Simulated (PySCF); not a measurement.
All values below come from B3LYP-D3(BJ)/def2-TZVP // PBE0-D4/def2-TZVP in PySCF. All species are isolated molecules in the gas phase. One relaxed conformer stands for a flexible species; it need not be the lowest. B3LYP has the VWN-RPA correlation part, as in Gaussian. Excitations are Tamm–Dancoff values on a coarser integration grid. The basis has no diffuse functions, so Rydberg states are missing or too high.

Reference species (SMILES): `C[Si@@H](N)[SiH3]` (neutral, multiplicity 1).

```json
{
  "S1–T1 gap (TDA)": "0.43 eV",
  "HOMO": "-6.90 eV",
  "S1 oscillator strength": "0.016",
  "S1 excitation (TDA)": "5.79 eV"
}
```

After one change: the S1–T1 gap (TDA) decreases by 0.10 eV; the HOMO decreases by 0.24 eV; the S1 oscillator strength is nearly the same; the S1 excitation (TDA) goes up by 0.22 eV.

**Question.** Name the change that produced these shifts. The new species is one of these.
A. `C[SiH2][SiH2]N`
B. `NC[SiH2][SiH3]`
C. `[SiH3]CN[SiH3]` (Si–C–N–Si torsion 155°)
D. `C[SiH2]N[SiH3]` (C–Si–N–Si torsion 75°)

**Answer.** D, `C[SiH2]N[SiH3]` (C–Si–N–Si torsion 75°)
